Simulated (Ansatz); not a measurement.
Z-matrix (Å, degrees):
```
Si
C 1 1.895
N 1 1.713 2 115.4
H 1 1.488 2 106.8 3 -121.4
H 1 1.488 2 106.9 3 121.4
N 2 1.271 1 119.5 3 0.0
H 2 1.104 1 118.8 3 179.9
H 3 1.009 1 117.4 2 67.5
H 3 1.009 1 117.5 2 -66.0
H 6 1.023 2 111.6 1 180.0
```

Charge 0, multiplicity 1.

List the PBE/def2-TZVPP orbital energies in eV (Ansatz). (Estimate.)

Ansatz gave: Occupied: -1779.55, -380.40, -379.98, -269.80, -137.28, -94.01, -94.00, -93.99, -22.43, -21.06, -15.07, -12.66, -12.26, -12.01, -9.73, -8.73, -8.67, -7.76, -6.35, -5.67. Lowest empty: -1.84, -0.39, 0.64, 1.00, 1.50, 1.81, 1.81, 1.98.
